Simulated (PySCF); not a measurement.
Calculation: B3LYP-D3(BJ)/def2-TZVP // B3LYP-D3(BJ)/def2-SVP (PySCF). All species are isolated molecules in the gas phase. One relaxed conformer stands for a flexible species; it need not be the lowest. B3LYP has the VWN-RPA correlation part, as in Gaussian. Delta-SCF ions had no search for a lower state. 

Reference species (SMILES): `C[Si](C)(C)C` (neutral, multiplicity 1).

```yaml
HOMO: -8.10 eV
vertical ionisation energy (Delta-SCF): 10.11 eV
HOMO–LUMO gap: 8.62 eV
```

Changed species: `C([Si](CC)(C)C)C` (C–C–Si–C torsion 63°, C–Si–C–C torsion -57°) (2 of 4 CH3 replaced by C2H5; the reference has 0 of 4 CH3 replaced by C2H5).

Task: What does the change do to the HOMO, vertical ionisation energy (Delta-SCF) and HOMO–LUMO gap?

Result: the HOMO increases by 0.62 eV, to -7.48 eV; the vertical ionisation energy (Delta-SCF) falls by 0.69 eV, to 9.42 eV; the HOMO–LUMO gap decreases by 0.61 eV, to 8.01 eV.
